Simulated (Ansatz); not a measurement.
Basis sets compared for SrS₂⁻. Charge -1, multiplicity 2. Geometry r2SCAN-D4/def2-TZVPD. Ansatz on 4 threads of Arm Neoverse V2 on a shared host; times are rough, and most runs start from earlier orbitals.

```xyz
3

Sr    0.007   -0.012   -0.006
S    -2.064   -1.453    0.631
S     2.057    1.466   -0.625
```

In the def2 sets Sr takes a core potential; there is no spin–orbit coupling. The structure comes from a short search, and lower isomers may exist.

```
            level  functions  energy (Eh)  HOMO (eV)  LUMO (eV)  wall time
 PBE-D4/def2-SVPD         80    -826.6230      -0.68      -0.29      1.1 s
PBE0-D4/def2-SVPD         80    -826.6713      -1.69       0.28      1.6 s
```

Q: Estimate the rows for PBE-D4/def2-TZVPD, PBE0-D4/def2-TZVPD (with forces).

A: 
```tsv
level	functions	energy (Eh)	HOMO (eV)	LUMO (eV)	wall time
PBE-D4/def2-TZVPD	125	-826.8929	-0.65	-0.18	1.6 s
PBE0-D4/def2-TZVPD (with forces)	125	-826.9379	-1.66	0.40	4 s
```
